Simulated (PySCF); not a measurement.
## BiF⁺: from constants to spectrum

UHF-CCSD(T) constants of BiF⁺, ²Π (doublet), unpaired electrons π ↑ (basis Bi cc-pVDZ-PP with ECP60, F cc-pVDZ; scalar-relativistic core potentials; PySCF 2.14; masses 208.9804 and 18.9984 u):

- ωe: 642.6 cm⁻¹
- ωexe: 2.29 cm⁻¹
- Be: 0.24283 cm⁻¹
- αe: 0.00122 cm⁻¹

(1) What force constant and bond length do these constants imply?

(2) Estimate the centrifugal constant D from the Kratzer relation and find the Dunham coefficient a1.

Correlated steps freeze 5 core orbitals. These are scalar-relativistic numbers at best; spin–orbit coupling would shift them, the dissociation energy most. The state is the lowest determinant that a PBE0 search found; another state may lie lower at other levels.

Answers

(1) Reduced mass μred = 17.415 u; k = 5.8918×10⁻⁷·μred·ωe² (u, cm⁻¹, mdyn/Å) = 4.24 mdyn/Å; Re = √(16.8576/(μred·Be)) (u, cm⁻¹, Å) = 1.997 Å.

(2) D = 4Be³/ωe² = 1.39e-07 cm⁻¹; a1 = −1 − αeωe/(6Be²) = -3.22.
